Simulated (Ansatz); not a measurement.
Computed with Ansatz on PBE0-D4/def2-TZVP structures; ΔE is electronic, products minus reactants. CBS: MP2 limit from def2 TZ/QZ plus the TZ coupled-cluster correction, frozen cores. This one scheme is used for every species. DFT in def2-TZVPP. For Br outer-core shells are correlated without core-valence functions, which leaves a few kJ/mol of doubt a bond. Scalar relativity is left out up to krypton. Each species was taken in one conformer, which may not be the lowest.

`ClBBr` + NH₃ → `NBBr` + HCl  (ligand exchange at a B–Cl bond)

| level | ΔE (kJ/mol) | difference from CCSD(T)/CBS |
| --- | --- | --- |
| LDA (SPW92) | -58.8 | -9.1 |
| BLYP-D4 | -50.6 | -0.9 |
| r2SCANh-D4 | -50.4 | -0.7 |
| ωB97X-V | -52.3 | -2.6 |
| B2PLYP | -51.9 | -2.2 |
| PBE-QIDH | -50.9 | -1.2 |
| revPBE | -44.4 | 5.3 |
| BLYP | -50.8 | -1.1 |
| PBE0 | -51.0 | -1.3 |
| BHLYP | -56.8 | -7.1 |
| LC-ωPBE | -56.1 | -6.4 |
| CCSD/def2-SVP | -57.7 | -8.0 |
| MP2/def2-QZVPP | -47.6 | 2.1 |
| SCS-MP2/def2-QZVPP | -49.5 | 0.2 |
| HF/CBS(def2) | -56.8 | -7.1 |
| MP2/CBS(def2) | -46.9 | 2.8 |
| CCSD(T)/CBS | -49.7 | 0 |

Largest T1 diagnostic among the species: 0.010.

From BLYP to BHLYP (50 % exact exchange), in def2-TZVPP and without D4, ΔE moves by −6.0 kJ/mol. In def2-TZVPP, CCSD(T) changes the Hartree–Fock value by +5.3 kJ/mol (the triples alone add +2.0 kJ/mol) and MP2 by +8.1 kJ/mol.
